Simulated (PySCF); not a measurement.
Species: C6H9O (charge +1).
SMILES with atom numbers: `[CH3:1][O:2][C@H:3]1[CH+:4][CH:5]=[CH:6][CH2:7]1`

NICS = −σ at a ghost point: NICS(0) at the centroid of the ring atoms, NICS(1) 1 Å to either side along the normal of their mean plane, zz for the tensor component along that normal. Level: GIAO PBE0/pcSseg-1 (PySCF, non-relativistic, gas phase) on the GFN2-xTB geometry, one conformer.

Ring bond lengths (Å), with Mayer bond orders in brackets: C3–C4 1.474 (1.06), C4–C5 1.380 (1.41), C5–C6 1.385 (1.40), C6–C7 1.455 (1.13), C7–C3 1.566 (0.96).

**Question.** Give the NICS values of each ring in ppm.

**Answer.** 
```tsv
ring	type	NICS(0)	NICS(1), two faces	NICS(1)zz, two faces	rms pucker (Å)	centre to ring atoms, mean (Å)
C3–C4–C5–C6–C7	5-membered carbocycle; formal bonds 1 double, 4 single	-0.4	-5.3 / -6.9	-9.2 / -11.5	0.06	1.23
```

**Question.** What do they say, and how far can they be read as aromaticity?

**Answer.** 
- C3–C4–C5–C6–C7: mean NICS(1)zz -10.4 ppm, shielded. C3, C7 have four or more neighbours, and the NICS criterion for π rings isn't applied. NICS(0) lies 6 ppm above the mean NICS(1).

**Question.** What is the mean of the two in-plane components of NICS at the second NICS(1) probe listed for ring C3–C4–C5–C6–C7, 1 Å off the ring?

**Answer.** The isotropic value is a third of the trace: (3 × -6.9 − (-11.5))/2 = -4.6 ppm.

**Question.** List the ring angles and the Hirshfeld charges of the ring atoms.

**Answer.** 
- C3–C4–C5–C6–C7: C3 103.1° (+0.076 e), C4 110.9° (+0.133 e), C5 109.4° (+0.012 e), C6 111.6° (+0.142 e), C7 103.3° (-0.039 e); sum 538.2° against 540° for a flat convex ring.

The run took 19 s of wall time on one thread of an Intel Xeon Platinum 8559C, no GPU, shared host with 32 logical CPUs at a one-minute load of 20, and the process peaked at 0.74 GiB of memory. This is the whole shielding run at PBE0/pcSseg-1, SCF included.

The values belong to the conformer `[CH3:1][O:2][C@H:3]1[CH+:4][CH:5]=[CH:6][CH2:7]1`: C1–O2–C3–C4 167°.
